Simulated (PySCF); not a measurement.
**Deuteron quadrupole couplings in `FC(F)(F)/C=C\[SiH2]S[SiH3]`**

C3H7F3SSi2.
Structure used (GFN2-xTB), in Å, numbered top down from 1:
```
atom  x, y, z in Å
F1    -2.4803    1.6242    0.0960
C2    -2.8094    0.3278   -0.0702
F3    -2.3205   -0.0171   -1.2774
F4    -4.1434    0.2907   -0.1791
C5    -2.3066   -0.5427    1.0352
C6    -1.0160   -0.7751    1.2117
Si7    0.3561   -0.0719    0.1251
S8     2.1038   -0.6189    1.2429
Si9    3.7037    0.2538    0.1085
H10   -3.0883   -0.9440    1.6647
H11   -0.7245   -1.4087    2.0381
H12    0.2888    1.3796    0.0088
H13    0.3928   -0.7340   -1.1743
H14    3.5243    1.6998    0.1154
H15    3.6252   -0.2714   -1.2484
H16    4.8867   -0.1834    0.8267
```

Level: PBE0/pcSseg-1 (PySCF, non-relativistic); Q(2H) = 0.00286 b; rigid geometry, the same for H and D, with no vibrational averaging.

**Question.** Rank these positions by the coupling χzz of a deuteron there, largest first.
A. H16 (Si–H hydrogen)
B. H12 (Si–H hydrogen)
C. H10 (vinylic hydrogen)

**Answer.** C (216 kHz), A (114 kHz), B (110 kHz).

**Question.** Give the electric field gradient Vzz (the principal value of largest size), its asymmetry and the 2H coupling at each hydrogen.

**Answer.** 
| atom | bonded to | bond length (Å) | Vzz (au) | η | χzz (kHz) |
| --- | --- | --- | --- | --- | --- |
| H10 | C5 | 1.081 | 0.3211 | 0.07 | 216 |
| H11 | C6 | 1.081 | 0.3250 | 0.03 | 218 |
| H12 | Si7 | 1.458 | 0.1633 | 0.03 | 110 |
| H13 | Si7 | 1.459 | 0.1640 | 0.02 | 110 |
| H14 | Si9 | 1.457 | 0.1652 | 0.02 | 111 |
| H15 | Si9 | 1.457 | 0.1651 | 0.02 | 111 |
| H16 | Si9 | 1.451 | 0.1697 | 0.02 | 114 |

**Question.** Average by the element that carries the hydrogen.

**Answer.** on C: 217 kHz over 2 positions, mean bond length 1.081 Å; on Si: 111 kHz over 5 positions, mean bond length 1.456 Å.

Geometry: GFN2-xTB, one conformer, isolated molecule. GFN2-xTB bond lengths can be off by several hundredths of an ångström, more for odd bonds, and the gradients follow them. With a basis this small, the couplings can be 20 % off.

These values come from a run that also computed NMR shieldings. The run took 31 s on one thread, Intel Xeon 6975P-C (x86_64) (shared host), and the process peaked at 0.93 GiB of memory.
